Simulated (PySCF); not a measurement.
CH₂N, SMILES [N]=C, multiplicity 2. Geometry: B3LYP-D3(BJ)/def2-TZVPD. The isomer is the one that the SMILES or the coordinates give; other isomers of the formula were not compared.

Computed equilibrium geometry at B3LYP-D3(BJ)/def2-TZVPD (PySCF confirms it by a frequency run) as Cartesian coordinates in Å, and its point group:
point group C2v.
```xyz
4

C      0.0000     0.0000     0.5009
N      0.0000     0.0000    -0.7366
H      0.0000    -0.9360     1.0754
H      0.0000     0.9360     1.0754
```
Charge 0, spin multiplicity 2.
